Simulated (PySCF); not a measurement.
**One molecule, a ladder of functionals, a line**

Molecule: `C=CO[BH2-][NH3+]`, C2H8BNO.

Geometry (Å), atoms numbered from 1 in this order:
```xyz
13

C     2.3939    0.0865    0.5512
C     1.2971   -0.4309   -0.0159
O     0.4458    0.2623   -0.7757
B    -0.9115   -0.1964   -0.9402
N    -1.7251    0.4580    0.3510
H     3.0641   -0.5533    1.1263
H     2.6532    1.1393    0.4164
H     1.0447   -1.4964    0.1131
H    -1.4547    0.2969   -1.9174
H    -1.0689   -1.4095   -0.8165
H    -2.7195    0.2295    0.3296
H    -1.6237    1.4743    0.3353
H    -1.3341    0.1224    1.2335
```

GIAO shieldings (ppm, equivalent atoms averaged) in PySCF on the PBE0-D3(BJ)/def2-SVP geometry, basis pcSseg-2, gas phase, non-relativistic:

```csv
functional,exact exchange (%),σ(O3),σ(B4)
BLYP,0,148.3,95.8
BP86,0,154.1,99.0
PBE,0,151.5,98.4
B3LYP,20,167.7,100.3
mPW1PW91,25,175.5,103.6
BHandHLYP,50,192.2,106.2
HF,100,226.4,115.6
```

Task: Fit each shielding as a line in the percentage of exact exchange.

Result: σ(O3) = 152.6 + 0.76 x (rms 2.5 ppm); σ(B4) = 97.7 + 0.18 x (rms 1.1 ppm). The functionals also differ in their semilocal parts, which the line can't hold; Hartree–Fock has no correlation at all.

Task: What does the line predict for PBE0 (25 %), and what does the run give?

Result: σ(O3): 171.6 predicted, 174.8 computed; σ(B4): 102.2 predicted, 103.7 computed ppm.
